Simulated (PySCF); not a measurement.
## Static response to an electric field

Compound: TiBrCl3 (singlet state).
Geometry (PBE0-D3(BJ)/def2-SVP, Å), atoms numbered from 1 in this order:
```
atom  x, y, z in Å
Ti1    0.0190   -0.0146   -0.0374
Br2   -0.1816   -0.1364    2.2612
Cl3    2.0996    0.0095   -0.5852
Cl4   -0.9392    1.7643   -0.7813
Cl5   -0.9229   -1.7333   -0.9194
```

Level: CAM-B3LYP/def2-SVPD (PySCF), static field, nuclei fixed, core orbitals frozen in the response. The polarisability tensor in these axes (au):

```
x    97.83   0.01  -0.95
y     0.01  97.60  -0.89
z    -0.95  -0.89 109.40
```

Problem. Diagonalise the tensor; give its mean and Δα, where Δα² is half the sum of the squared differences of the eigenvalues.

Solution. Principal values 97.52, 97.77 and 109.55 au; mean 101.61 au = 15.06 Å³ = 16.75 × 10⁻⁴⁰ C²·m²/J; Δα = 11.90 au (12 % of the mean).

Problem. What is the dipole moment, and where does it point?

Solution. (-0.02, -0.02, 0.21) D, 0.21 D in size, pointing from the negative to the positive side. Measured along this direction, the outermost atoms are Cl4, Cl3 and Cl5 at the negative end and Br2 at the positive end.

Problem. What molar refraction does this α imply?

Solution. Lorentz–Lorenz: R = (4π/3)N_A α = 2.5225 cm³/(mol·Å³) × 15.06 Å³ = 38.0 cm³/mol, in the limit of long wavelengths.

Problem. In a dilute gas of rigid molecules at 400 K, how does the orientational term μ²/3kT compare with the electronic polarisability?

Solution. In Gaussian units μ²/3kT = 0.28 Å³ against 15.06 Å³, a ratio of 0.02; the Debye molar polarisation (4π/3)N_A(α + μ²/3kT) is 38.7 cm³/mol, leaving out the vibrational part.

Problem. Refractivity n − 1 of an ideal gas of it at 273.15 K and 1 atm, from the electronic α?

Solution. N = p/kT = 2.6868 × 10¹⁹ cm⁻³, so n − 1 = 2π × N × 15.06 × 10⁻²⁴ cm³ = 2542 × 10⁻⁶ at long wavelengths.

Problem. What depolarisation ratio follows for Rayleigh scattering of linearly polarised light, taking the static tensor?

Solution. ρ = 3Δα²/(45ᾱ² + 4Δα²) = 425.1/(464614 + 566.8) = 0.000914.

Geometry: PBE0-D3(BJ)/def2-SVP; no solvent, vibrations or thermal averaging. The calculation is non-relativistic, for bromine too.
